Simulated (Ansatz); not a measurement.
Start from `[Cl][GeH2][SeH]` and change one atom or group to get `[Cl][GeH]([Cl])[SeH]`.

Ansatz, PBE0-D4/def2-TZVP geometries, multiplicity 1. Each molecule was computed in one conformer, which needn't be the lowest.

Scalar relativity is left out up to krypton.

```csv
property,`[Cl][GeH2][SeH]`
HOMO energy (PBE/def2-TZVPP) / eV,-6.11
HOMO–LUMO gap (B3LYP/def2-TZVPP) / eV,5.99
HOMO energy (ωB97M-V/def2-TZVPP) / eV,-9.45
LUMO energy (PBE0/def2-TZVPP) / eV,-0.76
HOMO energy (B3LYP/def2-TZVPP) / eV,-7.04
HOMO–LUMO gap (PBE/def2-TZVPP) / eV,4.45
```

Task: What does the change do to each property? (An estimate is asked.)

Result: Ansatz gave: 
```
                             property  `[Cl][GeH]([Cl])[SeH]`  shift
    HOMO energy (PBE/def2-TZVPP) / eV                   -6.48  -0.37
HOMO–LUMO gap (B3LYP/def2-TZVPP) / eV                    5.58  -0.41
HOMO energy (ωB97M-V/def2-TZVPP) / eV                   -9.83  -0.38
   LUMO energy (PBE0/def2-TZVPP) / eV                   -1.54  -0.78
  HOMO energy (B3LYP/def2-TZVPP) / eV                   -7.41  -0.37
  HOMO–LUMO gap (PBE/def2-TZVPP) / eV                    4.04  -0.41
```

With PBE0 the HOMO falls by 0.38 eV and the LUMO falls by 0.78 eV, so the gap narrows by about 0.40 eV. PBE moves the HOMO by -0.37 eV and ωB97M-V by -0.38 eV.

B3LYP here is the variant with VWN-RPA as its local correlation; programs differ in this.

Spin–orbit coupling is left out; it splits and shifts lone-pair levels of the heavy atoms by tenths of an eV.
